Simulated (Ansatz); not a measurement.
# Redistribution: C2ClF5 + C3H7Cl → C2HF5 + C3H6Cl2

Species: C2ClF5 (chloropentafluoroethane) `FC(F)(F)C(F)(F)Cl`, singlet; C3H7Cl (1-chloropropane) `CCCCl`, singlet; C2HF5 (pentafluoroethane) `FC(F)C(F)(F)F`, singlet; C3H6Cl2 (1,3-dichloropropane) `ClCCCCl`, singlet. The partners trade Cl for H; both sit on C, so the bond types are kept.

Shapes, held fixed at every level: PBE0-D4/def2-TZVP. Flexible molecules stand in one conformer, not always the lowest. Programs: Ansatz 0.2.0. The zero-point and thermal change to 298 K, harmonic and unscaled (PBE0-D4/def2-TZVP), is +4.5 kJ/mol.

**The experiment to reproduce.** Tabulated heats of formation (CRC Handbook of Chemistry and Physics): C2ClF5 -1118.8; C3H7Cl -131.9; C2HF5 -1100.4; C3H6Cl2 -159.2 kJ/mol, which give ΔH(298 K) = -8.9 kJ/mol.

| level | kind | ΔH (kJ/mol) | computed − measured | CPU time (all species) |
| --- | --- | --- | --- | --- |
| PBE-D4/def2-TZVPP | GGA | +3.4 | +12.3 | 32 s |
| r2SCAN-D4/def2-TZVPP | meta-GGA | +5.9 | +14.8 | 63 s |
| BHLYP-D4/def2-TZVPP | global hybrid | -8.9 | 0.0 | 41 s |
| wB97M-V/def2-TZVPP | range-separated hybrid | +0.2 | +9.1 | 2.3 min |
| wB97X-V/def2-TZVPP | range-separated hybrid | -2.0 | +6.9 | 92 s |
| B2PLYP/def2-TZVPP | double hybrid | -6.0 | +2.9 | 73 s |
| MP2/def2-TZVPP | perturbation theory | -4.6 | +4.3 | – |

Nearest: BHLYP-D4/def2-TZVPP (0.0); farthest: r2SCAN-D4/def2-TZVPP (+14.8). 5 of 7 levels lie within 10 kJ/mol. The heats of C2ClF5, C3H7Cl, C2HF5, C3H6Cl2 come from older tables and can be uncertain by 10 kJ/mol or more. The wrong sign comes from PBE-D4/def2-TZVPP, r2SCAN-D4/def2-TZVPP, wB97M-V/def2-TZVPP. Times are processor times on shared x86 and Arm servers, and rough.
